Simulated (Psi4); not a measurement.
C2H8Si, charge -1, doublet, at a GFN2-xTB geometry (a state made from the parent by changing its charge; the spin is typed, not shown lowest) (a gas-phase anion, which may not be bound at this level), atoms displaced at random by about 0.03 Å a coordinate; PBE0/6-31G, gradient (Psi4).

Psi4 was given this input:
```
memory 2 GB

molecule {
-1 2
  Si   -0.00045122   -0.42776657   -0.40094067
  C     1.58270986    0.65530940    0.02182624
  C    -1.60117283   -0.04565828    0.54236080
  H     0.49600444   -1.53708045    0.73308484
  H    -0.30461039    0.42789256   -1.66230619
  H     1.28426481    1.81811474   -0.19027315
  H     2.39319152    0.47158608   -0.62682899
  H     1.81734936    0.68690270    1.02235314
  H    -2.39513214   -0.67101987    0.26424804
  H    -1.93648718    1.01680365    0.38902266
  H    -1.47319873   -0.08223050    1.69674559
symmetry c1
no_reorient
no_com
}

set basis 6-31g
set reference uks

gradient('pbe0')
print_variables()
```

### Question
What does Psi4 print? Leave out banner, timings and long lists.

### Answer

```
gradient() will perform analytic gradient computation.

   => Loading Basis Set <=

    Name: 6-31G
    Role: ORBITAL
    Keyword: BASIS

         ---------------------------------------------------------
                                   SCF
               by Justin Turney, Rob Parrish, Andy Simmonett
                          and Daniel G. A. Smith
                              UKS Reference
         ---------------------------------------------------------

  ==> Geometry <==

    Molecular point group: c1
    Full point group: C1

    Geometry (in Angstrom), charge = -1, multiplicity = 2:

       Center              X                  Y                   Z               Mass
    ------------   -----------------  -----------------  -----------------  -----------------
         SI          -0.000451220000    -0.427766570000    -0.400940670000    27.976926534650
         C            1.582709860000     0.655309400000     0.021826240000    12.000000000000
         C           -1.601172830000    -0.045658280000     0.542360800000    12.000000000000
         H            0.496004440000    -1.537080450000     0.733084840000     1.007825032230
         H           -0.304610390000     0.427892560000    -1.662306190000     1.007825032230
         H            1.284264810000     1.818114740000    -0.190273150000     1.007825032230
         H            2.393191520000     0.471586080000    -0.626828990000     1.007825032230
         H            1.817349360000     0.686902700000     1.022353140000     1.007825032230
         H           -2.395132140000    -0.671019870000     0.264248040000     1.007825032230
         H           -1.936487180000     1.016803650000     0.389022660000     1.007825032230
         H           -1.473198730000    -0.082230500000     1.696745590000     1.007825032230

  Running in c1 symmetry.

  Rotational constants: A =      0.59533  B =      0.17198  C =      0.15360 [cm^-1]
  Rotational constants: A =  17847.40604  B =   5155.86666  C =   4604.78340 [MHz]
  Nuclear repulsion =  111.000518044511210

  Charge       = -1
  Multiplicity = 2
  Electrons    = 35
  Nalpha       = 18
  Nbeta        = 17

  ==> Algorithm <==

  SCF Algorithm Type is DF.
  DIIS enabled.
  MOM disabled.
  Fractional occupation disabled.
  Guess Type is SAD.
  Energy threshold   = 1.00e-08
  Density threshold  = 1.00e-08
  Integral threshold = 1.00e-12

  ==> Primary Basis <==

  Basis Set: 6-31G
    Blend: 6-31G
    Number of shells: 33
    Number of basis functions: 47
    Number of Cartesian functions: 47
    Spherical Harmonics?: false
    Max angular momentum: 1

  ==> DFT Potential <==

   => LibXC <=

    Version 7.1.2
    S. Lehtola, C. Steigemann, M. J. T. Oliveira, and M. A. L. Marques,  SoftwareX 7, 1–5 (2018) (10.1016/j.softx.2017.11.002)

   => Composite Functional: PBE0 <=

    PBE0 Hyb-GGA Exchange-Correlation Functional

    C. Adamo and V. Barone,  J. Chem. Phys. 110, 6158 (1999) (10.1063/1.478522)
    M. Ernzerhof and G. E. Scuseria,  J. Chem. Phys. 110, 5029 (1999) (10.1063/1.478401)

    Deriv               =              1
    GGA                 =           TRUE
    Meta                =          FALSE

    Exchange Hybrid     =           TRUE
    MP2 Hybrid          =          FALSE

   => Exchange Functionals <=

    0.7500   Perdew, Burke & Ernzerhof

   => Exact (HF) Exchange <=

    0.2500               HF

   => Correlation Functionals <=

    1.0000   Perdew, Burke & Ernzerhof

   => LibXC Density Thresholds  <==

    XC_HYB_GGA_XC_PBEH:  1.00E-15

   => Molecular Quadrature <=

    Radial Scheme          =       TREUTLER
    Pruning Scheme         =           NONE
    Nuclear Scheme         =       TREUTLER

    Blocking Scheme        =         OCTREE
    BS radius alpha        =              1
    Pruning alpha          =              1
    Radial Points          =             75
    Spherical Points       =            302
    Total Points           =         237415
[...]
  @DF-UKS Final Energy:  -370.13003202029989
    Total Energy =                       -370.1300320202998932
[...]
         H            2.393191520000     0.471586080000    -0.626828990000     1.007825032230
         H            1.817349360000     0.686902700000     1.022353140000     1.007825032230
         H           -2.395132140000    -0.671019870000     0.264248040000     1.007825032230
         H           -1.936487180000     1.016803650000     0.389022660000     1.007825032230
         H           -1.473198730000    -0.082230500000     1.696745590000     1.007825032230

  Nuclear repulsion =  111.000518044511210

  ==> Basis Set <==

  Basis Set: 6-31G
    Blend: 6-31G
    Number of shells: 33
    Number of basis functions: 47
    Number of Cartesian functions: 47
    Spherical Harmonics?: false
    Max angular momentum: 1

  ==> DFJKGrad: Density-Fitted SCF Gradients <==

    Gradient:                    1
    J tasked:                  Yes
    K tasked:                  Yes
    wK tasked:                  No
    Integrals threads:           1
    Schwarz Cutoff:          1E-12
    Fitting Condition:       1E-10

   => Auxiliary Basis Set <=

  Basis Set: (6-31G AUX)
    Blend: CC-PVDZ-JKFIT
    Number of shells: 156
    Number of basis functions: 492
    Number of Cartesian functions: 492
    Spherical Harmonics?: false
    Max angular momentum: 3

  ==> DFT Potential <==

   => LibXC <=

    Version 7.1.2
    S. Lehtola, C. Steigemann, M. J. T. Oliveira, and M. A. L. Marques,  SoftwareX 7, 1–5 (2018) (10.1016/j.softx.2017.11.002)

   => Composite Functional: PBE0 <=

    PBE0 Hyb-GGA Exchange-Correlation Functional

    C. Adamo and V. Barone,  J. Chem. Phys. 110, 6158 (1999) (10.1063/1.478522)
    M. Ernzerhof and G. E. Scuseria,  J. Chem. Phys. 110, 5029 (1999) (10.1063/1.478401)

    Deriv               =              1
    GGA                 =           TRUE
    Meta                =          FALSE

    Exchange Hybrid     =           TRUE
    MP2 Hybrid          =          FALSE

   => Exchange Functionals <=

    0.7500   Perdew, Burke & Ernzerhof

   => Exact (HF) Exchange <=

    0.2500               HF

   => Correlation Functionals <=

    1.0000   Perdew, Burke & Ernzerhof

   => LibXC Density Thresholds  <==

    XC_HYB_GGA_XC_PBEH:  1.00E-15

   => Molecular Quadrature <=

    Radial Scheme          =       TREUTLER
    Pruning Scheme         =           NONE
    Nuclear Scheme         =       TREUTLER

    Blocking Scheme        =         OCTREE
    BS radius alpha        =              1
    Pruning alpha          =              1
    Radial Points          =             75
    Spherical Points       =            302
    Total Points           =         237415
    Total Blocks           =           1819
    Max Points             =            256
    Max Functions          =             46
    Weights Tolerance      =       1.00E-15

  -Total Gradient:
     Atom            X                  Y                   Z
    ------   -----------------  -----------------  -----------------
       1       -0.028506034120     0.029313500438     0.001625190811
       2        0.059009542125    -0.077699369240     0.036307830916
       3       -0.008364086929    -0.057589853786    -0.057973520186
       4        0.000793782278     0.005504470646    -0.001157972882
       5        0.007958749227    -0.010305917831     0.015343653164
       6       -0.011878303220     0.045734626857    -0.003754061059
       7       -0.025038224248     0.011249168332     0.014812397163
       8       -0.019062213651     0.010099580528    -0.051770729702
       9        0.025925268367     0.024158369482     0.008929311749
      10       -0.002561615900     0.012347518234     0.004368263011
      11        0.001709537067     0.007159243149     0.033249372123

  Variable Map:
  ----------------------------------------------------------------------------
[...]
  Array Variable Map:
  ----------------------------------------------------------------------------
[...]
[...]
```
